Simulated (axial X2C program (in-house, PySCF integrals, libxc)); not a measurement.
**Potential curves of RuC⁻, two-component**

All values were computed with an axial X2C code built on PySCF integrals. Two-component (2c) means X2C with spin–orbit coupling and atomic mean-field two-electron Coulomb and Gaunt terms. Basis: Ru dyall-acv3z [13s13p9d5f3g], C dyall-av3z [8s7p3d2f] (cores contracted in-house); Gaussian nuclei, density fitting, unrestricted open shells. Masses: Ru 101.904 u, C 12.000 u.

State: Ω = 5/2 (⟨Sz⟩ = 0.50, ⟨Lz⟩ = 2.00 at PBE0). Energies in kJ/mol from the lowest point of each curve. Fits are polynomials in 1 − R0/R over 0.85 to 1.23 times the lowest point R0.

```json
{"R (Å)": "1.4111", "PBE0": "147.20", "B97-3": "146.46"}
{"R (Å)": "1.4760", "PBE0": "61.49", "B97-3": "61.10"}
{"R (Å)": "1.5247", "PBE0": "24.25", "B97-3": "24.05"}
{"R (Å)": "1.5733", "PBE0": "5.03", "B97-3": "4.96"}
{"R (Å)": "1.6220", "PBE0": "0.00", "B97-3": "0.00"}
{"R (Å)": "1.6788", "PBE0": "7.95", "B97-3": "7.98"}
{"R (Å)": "1.7355", "PBE0": "26.71", "B97-3": "26.88"}
{"R (Å)": "1.8085", "PBE0": "60.54", "B97-3": "61.64"}
{"R (Å)": "1.8977", "PBE0": "106.66", "B97-3": "110.50"}
{"R (Å)": "2.0275", "PBE0": "170.16", "B97-3": "177.82"}
```

The state is one determinant whose occupation by symmetry is held fixed; it was picked as the lowest of a PBE0 search that is not exhaustive. Density functionals use the spin component along the axis (collinear). The functionals have no current-density term, which raises determinants with orbital currents, atoms included. The highest occupied level of some functionals is positive through self-interaction error; at Hartree–Fock it is bound. The determinant is spin-polarised beyond a pure state at some levels (its spin-free form has ⟨S²⟩ too high), which makes Re and μ there less reliable. The lowest spin-free determinant has another configuration (M_S = 1/2, Λ = 0), so the order of states is uncertain and this need not be the ground state.

Task: What are Re and ωe at the PBE0 level?

Result: At PBE0, 2c: Re = 1.618 Å, ωe ≈ 1120 cm⁻¹; Be follows as 0.6 cm⁻¹.

Task: What are Re and ωe at the B97-3 level?

Result: At B97-3, 2c: Re = 1.618 Å, ωe ≈ 1120 cm⁻¹; Be follows as 0.6 cm⁻¹.
